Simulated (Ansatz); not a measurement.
Molecule: sum formula TaOF, net charge 0, triplet state. This is an excited triplet: at this geometry the singlet lies 0.24 eV lower at RI-MP2/CBS(def2-TZVPPD,def2-QZVPPD)+[CCSD(T)-MP2]/def2-TZVPPD. 
Geometry from a B3LYP-D3(BJ)/def2-TZVP (Ansatz, a first-principles code) optimisation:
```xyz
3

Ta     0.0818    -0.1152     0.1096
O      1.0664     0.2131    -1.2605
F     -1.6116     0.7451     0.2312
```
Charge 0, spin multiplicity 3.

Total electronic energies in hartree. Cores are frozen in the correlated levels unless marked. Open shells are spin-unrestricted. No spin-orbit coupling. The frozen core is the preceding noble-gas configuration, with the filled d and f shells of earlier blocks. Past Kr the def2 sets carry scalar-relativistic core potentials. CBS marks a two-point X^-3 extrapolation of the correlation energy; Hartree-Fock from the larger set. The bracket is a focal-point correction in the basis named.

```
level                                                                 program  energy (Eh)
-------------------------------------------------------------  --------------  -----------
HF/def2-SVPD                                                           Ansatz   -230.61410
PBE/def2-TZVPD                                                         Ansatz   -232.08313
B97M-V/def2-TZVPD                                                      Ansatz   -232.15374
PBE0/def2-TZVP                                                         Ansatz   -232.02213
BHLYP-D4/def2-TZVPD                                            Ansatz + dftd4            …
HSE06-D3(BJ)/def2-TZVPD                                        Ansatz + dftd3   -232.01729
HSE06-D4/def2-TZVPD                                            Ansatz + dftd4   -232.01765
CAM-B3LYP-D3(BJ)/def2-TZVPD                                    Ansatz + dftd3   -232.11855
CAM-B3LYP-D4/def2-TZVPD                                        Ansatz + dftd4   -232.11882
wB97M-V/def2-TZVPD                                                     Ansatz   -232.07862
B2GP-PLYP-D3(BJ)/def2-TZVPD                                    Ansatz + dftd3            …
MP2/def2-SVP                                                           Ansatz   -231.09231
CCSD/def2-SVP                                                          Ansatz   -231.07766
RI-MP2/CBS(def2-TZVPP,def2-QZVPP)+[CCSD(T)-MP2]/def2-SVP               Ansatz    -231.5670
RI-MP2/CBS(def2-TZVPPD,def2-QZVPPD)+[CCSD(T)-MP2]/def2-TZVPPD          Ansatz    -231.5721
```

Task: What belongs in the gaps?

Result: 
- BHLYP-D4/def2-TZVPD, energy (Eh): -232.01509
- B2GP-PLYP-D3(BJ)/def2-TZVPD, energy (Eh): -231.86233
